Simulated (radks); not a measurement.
The zinc ion Zn3+, configuration [Ar] 3d8 4s1 (not the ground configuration).

All-electron calculation, scalar-relativistic Kohn-Sham, PBEsol, spin-unpolarised, spherical densities, finite nucleus; Fermi nuclear charge, rms radius 3.9283 fm. Program: a radial shooting solver on a logarithmic mesh with Libxc functionals.

Energy parts (eV):
total: -48746.517
kinetic: 49521.881
electron-nucleus: -116152.439
Hartree: 19746.272
exchange-correlation: -1862.230

Orbitals (lengths in bohr, moments of r in powers of bohr):
| orbital | occ. | eigenvalue (eV) | <r^4> |
|---|---|---|---|
| 1s | 2 | -9569.717 | 0.00002990 |
| 2s | 2 | -1210.964 | 0.006343 |
| 2p | 6 | -1057.059 | 0.004699 |
| 3s | 2 | -180.0214 | 0.4383 |
| 3p | 6 | -133.9445 | 0.5668 |
| 3d | 8 | -59.1524 | 1.358 |
| 4s | 1 | -38.2944 | 27.40 |

The highest occupied level is 4s at -38.294 eV. Summed over all electrons, <r^2> = 15.34 bohr^2, which gives a Langevin (diamagnetic) susceptibility term of -12.1 x 10^-6 cm^3/mol.
